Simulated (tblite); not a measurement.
Input of a run (GFN2-xTB geometry optimisation, gas phase (tblite 0.8.0)), started from a force field or distance geometry:
```
{"job": {"kind": "relax", "xc": "GFN2-xTB", "basis": "xTB"}, "charge": 0, "multiplicity": 1}
C      3.148600     1.077600    -0.995600
C      2.211600     0.340400    -0.821200
C      1.134100    -0.557700    -0.596700
C      0.032200    -0.228800     0.110400
C     -0.140000     1.032300     0.754400
C     -0.283400     2.105700     1.266800
Si    -1.382600    -1.408800     0.381800
C     -2.969500    -0.805600    -0.407300
N     -3.958900    -0.454400    -0.905700
H      3.951700     1.745000    -1.150500
H      1.218900    -1.535500    -1.065000
H     -0.399200     3.058800     1.727900
H     -1.573000    -1.631100     1.857500
H     -0.991100    -2.738300    -0.179100
```

Output (eV, eV/Å):
```
step      E/eV     max force
  0    -597.46771    2.064
  1    -597.38826    6.308
  2    -597.53710    0.705
  3    -597.53672    1.772
  4    -597.55661    0.380
  5    -597.56590    0.294
  6    -597.57468    0.586
  7    -597.57547    0.996
  8    -597.58209    0.187
  9    -597.58486    0.188
 10    -597.58799    0.300
 11    -597.58937    0.140
 12    -597.58994    0.067
 13    -597.59028    0.089
 14    -597.59063    0.089
 15    -597.59091    0.055
 16    -597.59110    0.032
 17    -597.59120    0.031
 18    -597.59128    0.038
 19    -597.59138    0.033
 20    -597.59149    0.033
 21    -597.59163    0.028
 22    -597.59175    0.031
 23    -597.59185    0.029
 24    -597.59193    0.023
 25    -597.59203    0.035
 26    -597.59217    0.046
 27    -597.59235    0.043
 28    -597.59250    0.030
 29    -597.59259    0.027
 30    -597.59267    0.029
 31    -597.59278    0.036
 32    -597.59293    0.038
 33    -597.59308    0.033
 34    -597.59317    0.020
 35    -597.59322    0.022
 36    -597.59328    0.023
 37    -597.59335    0.023
 38    -597.59342    0.023
 39    -597.59348    0.022
 40    -597.59352    0.027
 41    -597.59358    0.028
 42    -597.59366    0.026
 43    -597.59374    0.024
 44    -597.59378    0.014
 45    -597.59381    0.015
 46    -597.59384    0.018
 47    -597.59388    0.020
 48    -597.59392    0.019
 49    -597.59395    0.016
 50    -597.59397    0.014
 51    -597.59399    0.013
 52    -597.59402    0.012
 53    -597.59404    0.013
 54    -597.59405    0.012
 55    -597.59407    0.011
 56    -597.59409    0.014
 57    -597.59411    0.011
 58    -597.59413    0.008
```

Question: Summarise the run.

Answer: The energy falls by 2.9 kcal/mol over 58 L-BFGS steps, the largest force on an atom goes from 2.06 to 0.008 eV/Å, and the atoms move by 0.079 Å rms after alignment. The bond that changes most is Si7–H13 (SiH2 silicon to Si–H hydrogen), which shortens by 0.041 Å. Bonds longer at the end by more than 0.005 Å: 1 of 13; shorter: 7. Among the angles that change most is H13–Si7–H14, from 105.6° to 114.0°. The energy rose by more than 1e-5 eV at steps 1 and 3.

Question: What are the final bond lengths?

Answer: C1≡C2 1.203 Å, C2–C3 1.403 Å, C3=C4 1.350 Å, C4–C5 1.408 Å, C5≡C6 1.202 Å, C4–Si7 1.890 Å, Si7–C8 1.870 Å, C8≡N9 1.145 Å, C1–H10 1.049 Å, C3–H11 1.083 Å, C6–H12 1.049 Å, Si7–H13 1.464 Å, Si7–H14 1.465 Å. Numbering counts from 1 in the input's order; the species is `C#C/C=C(\C#C)[SiH2]C#N`.

Time: 0.67 s. Hardware: one thread of an Arm Neoverse N1, no GPU, on a shared host.

Its GFN2-xTB frequencies are all real (lowest 18 cm⁻¹). The numbers are those of one conformer.

Shape of the structure used: `[CH:1]#[C:2]/[CH:3]=[C:4](\[C:5]#[CH:6])[SiH2:7][C:8]#[N:9]`: C3–C4–Si7–C8 -116°.

These are computed values.
